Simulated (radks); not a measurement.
Polarisability of the lithium ion Li2+, 1s1, at imaginary frequency. All-electron calculation, scalar-relativistic Kohn-Sham, LB94 model potential, spin-polarised, spherical densities, finite nucleus; open shells are filled with parallel spins first; Fermi nuclear charge, rms radius 2.444 fm. Program: a radial shooting solver on a logarithmic mesh with Libxc functionals. Response by self-consistent Sternheimer equations with the Hartree and adiabatic LDA kernel, the relativistic mass of each level held fixed and spin-orbit coupling left out.

w (hartree),alpha1(iw) (bohr^3),alpha2(iw) (bohr^5)
0.00266,0.05888,0.02301
0.0143,0.05888,0.02301
0.0360,0.05887,0.02301
0.0697,0.05886,0.02301
0.118,0.05881,0.02300
0.186,0.05872,0.02298
0.280,0.05852,0.02293
0.413,0.05810,0.02284
0.605,0.05724,0.02264
0.892,0.05545,0.02223
1.35,0.05166,0.02131
2.12,0.04392,0.01925
3.59,0.03030,0.01492
6.94,0.01372,0.007949
17.5,0.002912,0.001920

Static values: alpha1 = 0.05888 bohr^3 (0.008725 angstrom^3; uncoupled 0.05869), alpha2 = 0.02301 bohr^5, alpha3 = 0.02294 bohr^7. C6 = 0.009683, C8 = 0.02165, triple-dipole C9 = 0.0004217 atomic units. One-pole (London) frequency 4 C6 / (3 alpha1^2) = 3.724 hartree, against 4.277 for minus the highest occupied eigenvalue.
